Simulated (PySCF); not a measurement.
Species: C₂H₈Si₂.
Bonds: C1–Si2, Si2–C3, C3–Si4, C1–Si4. Hydrogens: H5, H6 on C1; H7, H8 on Si2; H9, H10 on C3; H11, H12 on Si4.

The same species was optimised twice, with GFN2-xTB and with PBE0-D3(BJ)/def2-SVP (PySCF), and the same property calculations (PySCF, gas phase) were run on both structures.

| coordinate | GFN2-xTB | PBE0-D3(BJ)/def2-SVP | change |
| --- | --- | --- | --- |
| Si2–H8 (Å) | 1.465 | 1.496 | +0.031 |
| Si4–H11 (Å) | 1.465 | 1.496 | +0.031 |
| Si4–H12 (Å) | 1.465 | 1.496 | +0.031 |
| Si2–H7 (Å) | 1.466 | 1.496 | +0.030 |
| C3–H9 (Å) | 1.087 | 1.101 | +0.014 |
| C1–H6 (Å) | 1.087 | 1.101 | +0.014 |
| C3–H10 (Å) | 1.087 | 1.100 | +0.013 |
| C1–H5 (Å) | 1.087 | 1.101 | +0.014 |
| C1–Si2 (Å) | 1.919 | 1.906 | -0.013 |
| C1–Si4 (Å) | 1.919 | 1.906 | -0.013 |
| Si2–C3 (Å) | 1.919 | 1.906 | -0.013 |
| C3–Si4 (Å) | 1.919 | 1.906 | -0.013 |
| Si2–C3–Si4 (°) | 92.4 | 87.9 | -4.5 |
| C1–Si2–C3 (°) | 87.6 | 92.1 | +4.5 |
| C1–Si4–C3 (°) | 87.6 | 92.1 | +4.5 |
| Si2–C1–Si4 (°) | 92.4 | 87.9 | -4.5 |
| H5–C1–H6 (°) | 106.3 | 108.1 | +1.8 |
| H9–C3–H10 (°) | 106.4 | 108.1 | +1.7 |
| H11–Si4–H12 (°) | 109.6 | 108.7 | -0.9 |
| C1–Si2–H8 (°) | 114.6 | 113.8 | -0.8 |

Rotational constants: A = 7545, B = 3710, C = 2724 MHz (GFN2-xTB) against A = 7140, B = 3994, C = 2824 MHz (PBE0-D3(BJ)/def2-SVP). Point groups within 0.08 Å: D2h and D2h. Atoms that the bonding makes alike are paired by their places after alignment.

On the GFN2-xTB structure: lowest singlet, TDDFT (eV) 6.54 [CAM-B3LYP/def2-SVPD]; lowest triplet, Tamm–Dancoff (eV) 6.30 [CAM-B3LYP/def2-SVPD]; isotropic polarisability (au) 75.1 [CAM-B3LYP/def2-SVPD]; HOMO (eV) -9.18 [CAM-B3LYP/def2-SVPD]; LUMO (eV) 0.74 [CAM-B3LYP/def2-SVPD]; HOMO (eV) -7.91 [PBE0/pcSseg-1]; LUMO (eV) -0.01 [PBE0/pcSseg-1]; GIAO shielding of C1/C3 (mean) (ppm) 191.8 [PBE0/pcSseg-1]; GIAO shielding of Si2/Si4 (mean) (ppm) 380.4 [PBE0/pcSseg-1]; C1s of C1 (eV) 289.34 [delta-SCF UKS SCAN, pcX-2 on the ionised atom, pcseg-1 elsewhere, spin-free X2C]; Si1s of Si2 (eV) 1846.15 [delta-SCF UKS SCAN, pcX-2 on the ionised atom, pcseg-1 elsewhere, spin-free X2C]; Si2p of Si2 (eV) 106.60 [delta-SCF UKS SCAN, pcX-2 on the ionised atom, pcseg-1 elsewhere, spin-free X2C].

Task: What do these properties become on the PBE0-D3(BJ)/def2-SVP structure?

Result: 
```
                                    property                                                                            level  on GFN2-xTB  on PBE0-D3(BJ)/def2-SVP  change
                  lowest singlet, TDDFT (eV)                                                              CAM-B3LYP/def2-SVPD         6.54                     6.51   -0.03
           lowest triplet, Tamm–Dancoff (eV)                                                              CAM-B3LYP/def2-SVPD         6.30                     6.28   -0.02
               isotropic polarisability (au)                                                              CAM-B3LYP/def2-SVPD         75.1                     75.8    +0.7
                                   HOMO (eV)                                                              CAM-B3LYP/def2-SVPD        -9.18                    -8.98   +0.20
                                   LUMO (eV)                                                              CAM-B3LYP/def2-SVPD         0.74                     0.88   +0.14
energy, GFN2-xTB geometry as zero (kcal/mol)                                                              CAM-B3LYP/def2-SVPD          0.0                     -2.5    -2.5
                                   HOMO (eV)                                                                    PBE0/pcSseg-1        -7.91                    -7.71   +0.20
                                   LUMO (eV)                                                                    PBE0/pcSseg-1        -0.01                     0.17   +0.18
energy, GFN2-xTB geometry as zero (kcal/mol)                                                                    PBE0/pcSseg-1          0.0                     -2.9    -2.9
        GIAO shielding of C1/C3 (mean) (ppm)                                                                    PBE0/pcSseg-1        191.8                    194.0    +2.2
      GIAO shielding of Si2/Si4 (mean) (ppm)                                                                    PBE0/pcSseg-1        380.4                    378.5    -1.9
                              C1s of C1 (eV)  delta-SCF UKS SCAN, pcX-2 on the ionised atom, pcseg-1 elsewhere, spin-free X2C       289.34                   289.52   +0.18
                            Si1s of Si2 (eV)  delta-SCF UKS SCAN, pcX-2 on the ionised atom, pcseg-1 elsewhere, spin-free X2C      1846.15                  1846.29   +0.14
                            Si2p of Si2 (eV)  delta-SCF UKS SCAN, pcX-2 on the ionised atom, pcseg-1 elsewhere, spin-free X2C       106.60                   106.70   +0.10
```

The heavy atoms differ by 0.054 Å rms after alignment. Among all bonds Si2–H7, Si2–H8, Si4–H11 and Si4–H12 change most and about equally (+0.030 to +0.031 Å). Changes are differences of the printed values. Neither structure is proved a minimum here.
